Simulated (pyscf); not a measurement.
# H₃C–In, singlet

Gas-phase minimum from PySCF at ωB97X-D3(BJ)/def2-SVP, one conformer. Other isomers of H₃C–In [singlet] were not searched in full and may lie lower. 

```
C
H 1 1.1051
H 1 1.1051 2 107.43
H 1 1.1051 2 107.43 3 115.32
In 1 2.2364 2 111.45 4 122.33
```
Charge 0, spin multiplicity 1.

Properties at ωB97X-D3(BJ)/def2-SVP:

| Property | Value |
|---|---|
| Harmonic wavenumbers, unscaled | 448, 490, 490, 1172, 1431, 1431, 3030, 3132, 3132 cm⁻¹ |
| Zero-point energy | 21.1 kcal/mol |
| Rotational symmetry number | 3 |
| Entropy of this conformer at 298 K and 1 atm, rigid rotor and harmonic oscillator, modes under 100 cm⁻¹ raised to 100 | 258.8 J/(mol K) |
| Dipole moment | 0.10 D |

Single-point totals, which compare only within one level (frozen core for MP2 and CC):

```json
[
 {"level": "ωB97X-D3(BJ)/def2-TZVP", "total energy (hartree)": "-230.14058"},
 {"level": "PBE/def2-TZVP", "total energy (hartree)": "-229.99607"},
 {"level": "r²SCAN/def2-TZVP", "total energy (hartree)": "-230.09290"},
 {"level": "B3LYP-D3(BJ)/def2-TZVP", "total energy (hartree)": "-230.13402"},
 {"level": "PBE0-D3(BJ)/def2-TZVP", "total energy (hartree)": "-230.00207"},
 {"level": "M06-2X/def2-TZVP", "total energy (hartree)": "-229.95648"},
 {"level": "ωB97M-D3(BJ)/def2-TZVP", "total energy (hartree)": "-230.09062"},
 {"level": "HF/def2-TZVPP", "total energy (hartree)": "-228.83193"},
 {"level": "MP2/def2-TZVPP", "total energy (hartree)": "-229.28771"},
 {"level": "CCSD/def2-TZVPP", "total energy (hartree)": "-229.29798"},
 {"level": "CCSD(T)/def2-TZVPP", "total energy (hartree)": "-229.31344"}
]
```

The CCSD(T) − MP2 part came from Ansatz, without density fitting, on the same reference. The frozen core leaves the outer d or s,p core shells of the metals and heavy elements correlated in the MP2 and CC values, and def2-TZVPP describes them poorly, so these totals are far from the basis limit. Elements past Kr carry the def2 core potentials, without spin-orbit coupling.
